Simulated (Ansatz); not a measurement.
Total energies of the cluster H2W2⁺ (the lowest doublet isomer of a short search) from Ansatz at PBE-D4/def2-TZVP, gas phase (1 Eh = 27.2114 eV = 2625.5 kJ/mol). The reference geometry is relaxed at PBE-D4/def2-TZVP.

```
atom    x (Å)    y (Å)    z (Å)
  W1   0.0040  -0.5813   0.9007
  W2  -0.0060   0.5797  -0.8987
  H3   0.4378  -0.7942  -1.7913
  H4  -0.4358   0.7958   1.7894
```

```
           state                     geometry  energy (Eh)
charge 1 doublet                    reference   -135.06193
charge 0 singlet                    reference   -135.31837
charge 1 quartet  relaxed at PBE-D4/def2-TZVP   -135.04039
```

In the def2 sets W takes a core potential; there is no spin–orbit coupling.

Work out the vertical electron affinity, to the singlet.

E(charge 1 doublet) − E(charge 0 singlet) = -135.06193 − (-135.31837) = 0.25644 Eh = 6.98 eV.

Which of the charge 1 states is lowest, and how far above it are the others?

The doublet. quartet: -135.04039 − (-135.06193) = 0.02154 Eh = 56.6 kJ/mol.

At PBE-D4/def2-TZVP the charge 1 doublet is spin-contaminated (final ⟨S²⟩ up to 0.93, 0.75 for a pure state). A triplet lies near this restricted singlet, and broken spin symmetry wasn't tried. 

The structure comes from a short search, and lower isomers may exist.
